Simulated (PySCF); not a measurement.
Species: SnEtH3, C2H8Sn.
Bonds: Sn1–C2, C2–C3. Hydrogens: H9, H10, H11 on Sn1; H4, H5 on C2; H6, H7, H8 on C3.

Computed by this run: PBE0-D3(BJ)/def2-SVP geometry optimisation, gas phase, def2 core potentials past Kr in PySCF 2.14.0; density fitting, grid level 1; the optimiser is geomeTRIC in internal coordinates, started from a GFN2-xTB structure with every atom displaced at random (about 0.03 Å).

At the end of the run (lengths in Å): Sn1–H9 1.717, Sn1–H11 1.716, C3–H7 1.101, C2–C3 1.523, C3–H8 1.102, C2–H5 1.102, Sn1–H10 1.718, H4–C2–H5 106.6°, C3–C2–H4 111.2°, H6–C3–H7 107.1°, C2–Sn1–H9 109.5°, H9–Sn1–C2–C3 57°, H6–C3–C2–Sn1 179°.

Task: These geometries were met on the way; a selection of coordinates is given. Order them by energy above the end point, lowest first.
A. Sn1–H9 1.758, Sn1–H11 1.741, C3–H7 1.104, C2–C3 1.523, C3–H8 1.102, C2–H5 1.100, Sn1–H10 1.720, H4–C2–H5 108.8°, C3–C2–H4 109.7°, H6–C3–H7 104.9°, C2–Sn1–H9 111.1°, H9–Sn1–C2–C3 54°, H6–C3–C2–Sn1 -179°
B. Sn1–H9 1.586, Sn1–H11 1.650, C3–H7 1.166, C2–C3 1.491, C3–H8 1.071, C2–H5 1.072, Sn1–H10 1.745, H4–C2–H5 112.9°, C3–C2–H4 106.8°, H6–C3–H7 103.2°, C2–Sn1–H9 113.4°, H9–Sn1–C2–C3 51°, H6–C3–C2–Sn1 -176°
C. Sn1–H9 1.730, Sn1–H11 1.720, C3–H7 1.100, C2–C3 1.523, C3–H8 1.103, C2–H5 1.102, Sn1–H10 1.720, H4–C2–H5 107.5°, C3–C2–H4 110.7°, H6–C3–H7 106.4°, C2–Sn1–H9 110.0°, H9–Sn1–C2–C3 56°, H6–C3–C2–Sn1 179°

Result: C (0.005 eV), A (0.036 eV), B (0.377 eV).

| step | E above end (eV) | rms distance from the end, all atoms (Å) | largest force (eV/Å) | rms shift of all bonds from the end (Å) |
| --- | --- | --- | --- | --- |
| 2 | 0.005 | 0.014 | 0.180 | 0.005 |
| 1 | 0.036 | 0.035 | 0.541 | 0.015 |
| 0 | 0.377 | 0.066 | 3.106 | 0.054 |

Rows stand in the order of the answer.
